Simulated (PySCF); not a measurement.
Cl5W (SMILES [Cl][W]([Cl])([Cl])([Cl])[Cl]), doublet, at a GFN2-xTB geometry (such geometries of metal compounds can be far from the true shape) (core potentials on W); DF-PBE/def2-SV(P) in PySCF.

Input for PySCF:
```python
from pyscf import gto, scf, dft

mol = gto.Mole()
mol.atom = '''
    W    -0.000000    0.000000   -0.000000
    Cl    1.845527   -0.408177   -1.167973
    Cl    0.962335   -0.981487    1.863601
    Cl   -0.962335    0.981487   -1.863601
    Cl   -1.635958   -1.502506    0.053472
    Cl   -0.209570    1.910682    1.114501
'''
mol.basis = 'def2-sv(p)'
mol.ecp = {'W': 'def2-sv(p)'}
mol.charge = 0
mol.spin = 1
mol.verbose = 4
mol.build()

mf = dft.UKS(mol)
mf.xc = 'pbe'
mf = mf.density_fit(auxbasis='def2-universal-jkfit')
mf.kernel()
```

It wrote (shortened):

```
PySCF version 2.14.0

[INPUT] verbose = 4
[INPUT] num. atoms = 6
[INPUT] num. electrons = 99
[INPUT] charge = 0
[INPUT] spin (= nelec alpha-beta = 2S) = 1
[INPUT] symmetry False subgroup None
[INPUT] Mole.unit = angstrom
[INPUT] Symbol           X                Y                Z      unit          X                Y                Z       unit  Magmom
[INPUT]  1 W      0.000000000000   0.000000000000   0.000000000000 AA    0.000000000000   0.000000000000   0.000000000000 Bohr   0.0
[INPUT]  2 Cl     1.845527000000  -0.408177000000  -1.167973000000 AA    3.487540585490  -0.771342740347  -2.207149090887 Bohr   0.0
[INPUT]  3 Cl     0.962335000000  -0.981487000000   1.863601000000 AA    1.818549590083  -1.854741624821   3.521695495466 Bohr   0.0
[INPUT]  4 Cl    -0.962335000000   0.981487000000  -1.863601000000 AA   -1.818549590083   1.854741624821  -3.521695495466 Bohr   0.0
[INPUT]  5 Cl    -1.635958000000  -1.502506000000   0.053472000000 AA   -3.091512571291  -2.839324840516   0.101047435333 Bohr   0.0
[INPUT]  6 Cl    -0.209570000000   1.910682000000   1.114501000000 AA   -0.396029903925   3.610665691136   2.106101655554 Bohr   0.0

nuclear repulsion = 716.987207455551
number of shells = 51
number of NR pGTOs = 230
number of NR cGTOs = 115
basis = def2-sv(p)
ecp = {'W': 'def2-sv(p)'}

******** <class 'pyscf.df.df_jk.DFUKS'> ********
method = DFUKS
initial guess = minao
damping factor = 0
level_shift factor = 0
DIIS = <class 'pyscf.scf.diis.CDIIS'>
diis_start_cycle = 1
diis_space = 8
diis_damp = 0
SCF conv_tol = 1e-09
SCF conv_tol_grad = None
SCF max_cycles = 50
direct_scf = False
number electrons alpha = 50  beta = 49
XC library pyscf.dft.libxc version 7.1.2
    S. Lehtola, C. Steigemann, M. J. T. Oliveira, and M. A. L. Marques,  SoftwareX 7, 1–5 (2018)
XC functionals = pbe
    J. P. Perdew, K. Burke, and M. Ernzerhof,  Phys. Rev. Lett. 77, 3865 (1996)
    J. P. Perdew, K. Burke, and M. Ernzerhof,  Phys. Rev. Lett. 78, 1396 (1997)
    J. P. Perdew, K. Burke, and M. Ernzerhof,  Phys. Rev. Lett. 77, 3865 (1996)
    J. P. Perdew, K. Burke, and M. Ernzerhof,  Phys. Rev. Lett. 78, 1396 (1997)
radial grids:
    Treutler-Ahlrichs [JCP 102, 346 (1995); DOI:10.1063/1.469408] (M4) radial grids

becke partition: Becke, JCP 88, 2547 (1988); DOI:10.1063/1.454033
pruning grids: <function nwchem_prune>
grids dens level: 3
symmetrized grids: False
atomic radii adjust function: <function treutler_atomic_radii_adjust>
small_rho_cutoff = 0
Set gradient conv threshold to 3.16228e-05
tot grids = 118712
init E= -2354.61414555121

cycle= 1 E= -2366.56793344275  delta_E=  -12  |g|= 0.414  |ddm|= 5.27
cycle= 2 E= -2364.95692732313  delta_E= 1.61  |g|= 1.78  |ddm|=  2.3
cycle= 3 E= -2366.64178822572  delta_E= -1.68  |g|= 0.216  |ddm|= 2.11
cycle= 4 E= -2366.65793392271  delta_E= -0.0161  |g|= 0.125  |ddm|= 0.373
cycle= 5 E= -2366.66658450039  delta_E= -0.00865  |g|= 0.0211  |ddm|= 0.322
cycle= 6 E= -2366.66486264046  delta_E= 0.00172  |g|= 0.0477  |ddm|= 1.01
cycle= 7 E= -2366.66683864034  delta_E= -0.00198  |g|= 0.00872  |ddm|= 0.813
cycle= 8 E= -2366.6668826856  delta_E= -4.4e-05  |g|= 0.00449  |ddm|= 0.0611
cycle= 9 E= -2366.66689355272  delta_E= -1.09e-05  |g|= 0.00255  |ddm|= 0.0366
cycle= 10 E= -2366.66688921658  delta_E= 4.34e-06  |g|= 0.00341  |ddm|= 0.0433
cycle= 11 E= -2366.66689790262  delta_E= -8.69e-06  |g|= 0.0013  |ddm|= 0.051
cycle= 12 E= -2366.66689888971  delta_E= -9.87e-07  |g|= 0.000834  |ddm|= 0.0146
cycle= 13 E= -2366.66689919111  delta_E= -3.01e-07  |g|= 0.000643  |ddm|= 0.000849
cycle= 14 E= -2366.66689924186  delta_E= -5.08e-08  |g|= 0.000618  |ddm|= 0.00454
cycle= 15 E= -2366.66689930065  delta_E= -5.88e-08  |g|= 0.000623  |ddm|= 0.00549
cycle= 16 E= -2366.66689941203  delta_E= -1.11e-07  |g|= 0.000476  |ddm|= 0.00436
cycle= 17 E= -2366.66689911272  delta_E= 2.99e-07  |g|= 0.000816  |ddm|= 0.0118
cycle= 18 E= -2366.66689918954  delta_E= -7.68e-08  |g|= 0.000716  |ddm|= 0.00584
cycle= 19 E= -2366.66689936021  delta_E= -1.71e-07  |g|= 0.000445  |ddm|= 0.0235
cycle= 20 E= -2366.66689939338  delta_E= -3.32e-08  |g|= 0.000303  |ddm|= 0.00139
cycle= 21 E= -2366.66689941808  delta_E= -2.47e-08  |g|= 0.00017  |ddm|= 0.00864
cycle= 22 E= -2366.66689942559  delta_E= -7.51e-09  |g|= 0.000106  |ddm|= 0.00471
cycle= 23 E= -2366.66689943062  delta_E= -5.03e-09  |g|= 4.27e-05  |ddm|= 0.00326
cycle= 24 E= -2366.66689943145  delta_E= -8.33e-10  |g|= 2.07e-05  |ddm|= 0.0035
Extra cycle  E= -2366.66689941262  delta_E= 1.88e-08  |g|= 0.000145  |ddm|= 0.00285
SCF not converged.
SCF energy = -2366.66689941262 after 50 cycles  <S^2> = 0.75393018  2S+1 = 2.0039263
```

Convergence was not reached.
